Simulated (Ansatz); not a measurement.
Isomers of Zn$_{2}$Cu (doublet), relaxed with PBE-D4/def2-TZVP; total energies from Ansatz at B2PLYP/def2-TZVP.

```json
{"isomer": "A", "description": "point group D∞h; 2 × Cu–Zn 2.47 Å", "energy (Eh)": "-5198.40443"}
{"isomer": "B", "description": "point group C∞v; 1 × Cu–Zn 2.37 Å; 1 × Zn–Zn 2.73 Å", "energy (Eh)": "-5198.39330"}
```

Correlated methods freeze 27 core orbitals.

The isomers come from a short search, and lower ones may exist.

**Question.** Work out the relative energies (1 Eh = 2625.5 kJ/mol) and the Boltzmann populations at 1200 K from electronic energies alone (R = 8.314 J/mol/K).

**Answer.** ΔE: A 0.0, B 29.2 kJ/mol. RT = 9.98 kJ/mol. Factors exp(−ΔE/RT): A 1, B 0.0536; sum 1.054. Populations: A 94.9 %, B 5.1 %. Zero-point energy, vibrational entropy and symmetry numbers are left out and can shift these; an error of 4 kJ/mol changes a ratio by a factor of 1.5. Over the other density-functional and correlated levels in def2 sets, the gap between A and B ranges from 27 to 32 kJ/mol.
